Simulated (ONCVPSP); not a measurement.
## Ranking ONCV potentials for Pt (Z = 78)

All share these settings but for the change named:

| Item | Value |
| --- | --- |
| Element | platinum |
| Generator | ONCVPSP 4.0.1 |
| Type | optimised norm-conserving Vanderbilt (ONCV) |
| Functional | PBE |
| Relativity | fully relativistic |
| Frozen core | [Kr] 4d10 4f14 |
| Valence charge | 18 |
| Reference configuration | 5s2 5p6 5d9 6p1 |
| Partial waves | 5s: rc 1.05 bohr, ncon 4, nbas 9, qcut 6.9 1/bohr, 2 projectors, debl 2.9 Ha; 5p+6p: rc 1.55 bohr, ncon 4, nbas 7, qcut 9.1 1/bohr, 2 projectors; 5d: rc 2.10 bohr, ncon 4, nbas 9, qcut 8.7 1/bohr, 2 projectors, debl 1.9 Ha |
| Local potential | polynomial inside 1.05 bohr (lpopt 5, dvloc0 6 Ha) |
| Core correction | polynomial model core, fcfact 0.3 |

Open shells are filled in proportion to 2j + 1.

In the s channel the program set the typed energies aside and used -3.807, 0.250 Ha.

Cutoff: the first of the cutoffs (Ha) at which the residual kinetic energy of the hardest occupied pseudo-wave falls to 1 and 0.1 mHa per electron; the density cutoff is not measured.

The base gives 184 Ha.

Of 11 variants that were run, those that failed, showed a ghost or another fault, or gave nearly equal values are left out.

A variant can come out equal or close to the base.

Rank these variants from softest to hardest (loose cutoff).
A. s: nbas 8
B. s: rc 1.36
C. p: rc 2.04

B (28 Ha), A (139 Ha), C (184 Ha).
